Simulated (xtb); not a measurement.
B(AsH2)(F)(OH) (AsBFH₃O), SMILES OB([AsH2])F. All values are semi-empirical tight-binding results from xtb (GFN2-xTB unless named), good for trends rather than for accurate numbers. Geometry optimised at GFN2-xTB. The values are those of a single conformer.

| Property | Result |
|---|---|
| orbital gap | 4.86 eV |
| zero-point energy | 21.7 kcal/mol |
| G − E(el) at 298.15 K (modified RRHO) | 2.8 kcal/mol |
| static polarisability (D4 model) | 52.0 bohr³ |
| solvation energy, GFN2-xTB/ALPB(water) | -6.6 kcal/mol |
| solvation energy, GFN2-xTB/ALPB(thf) | -7.9 kcal/mol |
